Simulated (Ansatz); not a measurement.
Mulliken charges of ClH5NSi2, SMILES `N[Si]([SiH3])Cl` radical from r2SCAN/def2-TZVPP in Ansatz (PBE0-D4/def2-TZVP geometry).

| atom | x (Å) | y (Å) | z (Å) | charge (e) |
| --- | --- | --- | --- | --- |
| N1 | -0.942 | 1.393 | 0.661 | -0.404 |
| Si2 | -0.347 | -0.195 | 0.945 | 0.357 |
| Si3 | 0.593 | -1.071 | -1.029 | 0.170 |
| Cl4 | 1.135 | 0.042 | 2.378 | -0.267 |
| H5 | -0.973 | 2.067 | 1.410 | 0.163 |
| H6 | -1.676 | 1.546 | -0.013 | 0.160 |
| H7 | 1.755 | -0.282 | -1.525 | -0.055 |
| H8 | 1.014 | -2.472 | -0.770 | -0.058 |
| H9 | -0.470 | -1.074 | -2.072 | -0.068 |

**Question.** By hand: the dipole of these point charges (1 e Å = 4.8032 D).

**Answer.** Σ q r = (-0.496, -0.009, -0.242) e Å, of length 0.552 e Å = 2.65 D.

**Question.** How does the dipole of the full density compare? (Best estimate.)

**Answer.** The calculation gave: (-0.374, 0.261, -0.178) e Å, 2.35 D; the point charges give 1.13 times that, at 33° from its direction.

Point charges leave out the atoms' own dipoles, such as those of lone pairs, and Mulliken's split depends on the basis, so the two needn't agree.
